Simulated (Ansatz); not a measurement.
Geometry optimisation, RKS PBE0/def2-SVPD (Ansatz 0.2.0).

Input file:

```yaml
crystal:
  periodic: [false, false, false]
  atoms:
    - { symbol: C, position_ang: [-1.0796, 0.8122, -1.1221] }
    - { symbol: "N", position_ang: [-0.0073, 0.2948, -1.4112] }
    - { symbol: B, position_ang: [0.8325, -0.4027, -0.3986] }
    - { symbol: C, position_ang: [0.528, -0.5008, 1.1468] }
    - { symbol: H, position_ang: [-1.6901, 1.3326, -1.9419] }
    - { symbol: H, position_ang: [-1.5363, 0.8788, -0.1286] }
    - { symbol: H, position_ang: [1.9106, -0.8869, -0.7316] }
    - { symbol: H, position_ang: [-0.4704, -1.0382, 1.2359] }
    - { symbol: H, position_ang: [0.355, 0.5225, 1.6242] }
    - { symbol: H, position_ang: [1.2407, -1.0635, 1.73] }
basis:
  gaussian: { orbitals: def2-SVPD }
hamiltonian:
  xc: pbe0
relax:
  f_tol: 0.015
  max_steps: 40
```

Run as:

```bash
$ ansatz run input.yaml --threads 2 --pin off --max-ram 3072MiB --backend cpu --events-out ev --progress --plain --runs-dir out
```

Question: Where does it end, and by what steps?

Answer: The forces met the threshold. After 29 steps the energy has fallen by 1.134 eV; H6 moved furthest, 1.64 Å.

```
step  energy less start (eV)  largest force component (eV/Å)  accepted
   0                  0.0000                           3.220       yes
   2                 -0.1896                           0.655       yes
   4                 -0.2970                           1.021       yes
   6                 -0.5352                           0.817       yes
   8                 -0.7433                           1.686       yes
  10                 -0.8697                           1.841       yes
  12                 -1.0348                           0.471       yes
  14                 -1.0825                           0.412       yes
  16                 -1.1078                           0.355       yes
  18                 -1.0948                           0.314        no
  20                 -1.1304                           0.192       yes
  22                 -1.1300                           0.248        no
  24                 -1.1306                           0.283        no
  26                 -1.1342                           0.019       yes
  28                 -1.1341                           0.057        no
  29                 -1.1344                           0.004       yes
```

```xyz
10
Properties=species:S:1:pos:R:3
C -1.221 0.920 -1.434
N -0.391 0.215 -0.829
B 0.517 -0.559 -0.170
C 0.752 -0.448 1.386
H -0.946 1.898 -1.863
H -2.266 0.594 -1.569
H 1.142 -1.346 -0.849
H 0.568 -1.424 1.863
H 0.121 0.305 1.879
H 1.808 -0.207 1.590
```

The run took 70 s on 2 threads of Intel(R) Xeon(R) Platinum 8488C (Sapphire Rapids), on a shared host, peak memory 0.27 GiB.
